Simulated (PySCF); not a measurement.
## Computed properties of Zn(Cl)(NH2) (ClH₂NZn), SMILES [NH2][Zn][Cl]

Zn(Cl)(NH2) (ClH₂NZn), SMILES [NH2][Zn][Cl]. Geometry optimised at r2SCAN-D4/def2-TZVP. Other conformers were not sampled. All values are computed for the isolated molecule unless a solvent is named; none is compared with measurement here.

**Structure.** The optimised structure has Cs symmetry. All 9 harmonic modes at r2SCAN-D4/def2-TZVP (PySCF) are real, so it is a minimum. With heavy atoms numbered as in [Zn:1]([Cl:2])[NH2:3], the shortest bond between them is Zn1–N3 at 1.809 Å and the longest Zn1–Cl2 at 2.085 Å.

**Vibrations.** The strongest infrared lines (harmonic, unscaled, degenerate partners summed) lie at 489 cm⁻¹ (143 km/mol, H 73 %, N 21 %), 690 cm⁻¹ (44 km/mol, N 57 %, Zn 26 %, H 16 %), 782 cm⁻¹ (24 km/mol, H 88 %, N 10 %). The softest mode is at 135 cm⁻¹ and the zero-point energy is 16.2 kcal/mol.

**Electronic structure.** HF/def2-TZVPD (PySCF) places the frontier levels at -10.77 and 1.04 eV, a gap of 11.81 eV, and gives a dipole moment of 2.32 D and a mean polarisability of 41.6 bohr³.

**Excitations.** TDDFT-B3LYP/def2-SVPD (PySCF) has S1 at 4.90 eV (253 nm, f = 0.051, bright); the most intense of the 10 singlets computed lies at 6.54 eV (f = 0.07). T1 (TDA) is at 4.32 eV. No vertical singlet excitation falls in the visible range (under 3.1 eV).

**NMR.** GIAO shifts at HF/pcSseg-2 (PySCF) (non-relativistic, atoms alike by connectivity averaged): ¹H at -0.3 ppm against TMS. Without spin–orbit terms, shifts of atoms bonded to Cl or Br come out too high.
